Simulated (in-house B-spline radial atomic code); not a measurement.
## Response and correlation of Ge2+

Closed shell [Ar] 3d10 4s2. Computed with a B-spline radial code for spherical atoms: Dirac-Hartree-Fock, relativistic RPA (time-dependent Dirac-Hartree-Fock) for the response and second-order many-body perturbation theory for correlation, no-pair Dirac-Coulomb Hamiltonian, finite nucleus.

| multipole (bohr³, bohr⁵, bohr⁷) | uncoupled | coupled RPA |
| --- | --- | --- |
| dipole | 10.077 | 12.002 |
| quadrupole | 25.028 | ? |
| octupole | 154.59 | 194 |

(1) What is the coupled quadrupole polarisability?

(2) Which subshells carry the dipole polarisability?

(3) What does the dipole shielding factor come to?

Dipole polarisability at imaginary frequency:

| u (Eh) | α(iu) (bohr³) |
| --- | --- |
| 0 | 12 |
| 0.104 | 11.28 |
| 0.26 | 8.628 |
| 0.52 | 4.927 |
| 0.779 | 3.097 |
| 1.04 | 2.172 |
| 1.56 | 1.328 |
| 2.08 | 0.9479 |
| 2.6 | 0.733 |
| 3.64 | 0.4955 |
| 5.2 | 0.3203 |
| 7.79 | 0.187 |
| 10.4 | 0.1231 |
| 15.6 | 0.06549 |
| 26 | 0.0279 |
| 52 | 0.008252 |

(4) What dispersion coefficients follow for two such ions (the dispersion part alone)?

Lowest J = 1 odd-parity excitations:

| energy (eV) | oscillator strength | leading channel | weight |
| --- | --- | --- | --- |
| 5.7999 | 0.000515 | 4s1/2 → p1/2 | 0.693 |
| 10.686 | 1.69 | 4s1/2 → p3/2 | 0.685 |
| 21.148 | 0.000278 | 4s1/2 → p1/2 | 0.735 |
| 21.636 | 0.00283 | 4s1/2 → p3/2 | 0.734 |
| 25.885 | 0.0002 | 4s1/2 → p1/2 | 0.751 |
| 26.063 | 0.00636 | 4s1/2 → p3/2 | 0.75 |
| 28.549 | 0.000209 | 4s1/2 → p1/2 | 0.76 |
| 28.686 | 0.00818 | 4s1/2 → p3/2 | 0.759 |

For an outer ns² shell RPA puts the lowest triplet far too low, and second order misses the ns²-np² near-degeneracy.

Second-order correlation energy by the highest angular momentum of the excited pair (hartree): s -0.02251, p -0.2305, d -0.6457, f -0.4812, g -0.157, h -0.06734, i -0.03073, k -0.01564.

(5) What is the second-order correlation energy at the partial-wave limit?

## Answers

(1) 33.114 atomic units, +32 % against the uncoupled value.

(2) 4s1/2 99.4 %, 3d5/2 0.4 %, 3d3/2 0.2 %.

(3) The dipole shielding factor is 0.937, against the exact N/Z = 30/32 = 0.938 of the non-relativistic theorem.

(4) C6 = (3/π)∫α(iu)²du = 48.64 hartree·bohr⁶ and C8 = 854.2 hartree·bohr⁸.

(5) The listed waves sum to -1.6507 hartree; extrapolating the increments as (l + 1/2)⁻⁴ gives -1.6827 hartree, -1.53 eV per electron.
